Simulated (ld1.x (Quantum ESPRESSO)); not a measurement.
Building the TM potential for S (Z = 16) (LDA (PZ), scalar-relativistic).

ld1.x (Quantum ESPRESSO) 7.5 input, shortened:

```
&input
   title='S', zed=16., rel=1, dft='PZ', iswitch=3,
   config='[Ne] 3s2 3p2.5 3d-2'
 /
 &inputp
   pseudotype=2, tm=.true., lloc=0,
   nlcc=.true., new_core_ps=.true., rcore=0.80
 /
3
3P  2  1   2.50   0.00  1.00  1.00  0.0
3D  3  2  -2.00   0.40  1.20  1.20  0.0
3S  1  0   2.00   0.00  1.35  1.35  0.0
 &test
   configts(1)='3s2 3p2.5'
 /
```

Does the generator finish with these settings?

Yes, a potential is produced and its reference levels are reproduced.

Estimate the cutoffs (Ry, on a coarse ladder) from which the occupation-weighted sum of valence levels, in a spherical-Bessel basis at the reference potential, stays within 10 and 1 mRy of its value at 400 Ry.

140 Ry and 260 Ry.

Does the potential have ghost states?

No extra level below or beside the all-electron valence levels (p, d, s, f tested).

Which valence shell sets the plane-wave cutoff?

3p: its level needs 160 Ry to come within 1 mRy, against 55 Ry for 3s.

Tests: 3s2 3p4; 3s2 3p3; 3s2 3p2; 3s2 3p1; 3s1 3p5; 3s2 3p4.3; 3s2 3p3.5. Which has the largest error in its energy relative to the reference configuration, and how large is it?

3s2 3p1, with +21 meV (all-electron minus pseudo) on +46.74 eV.
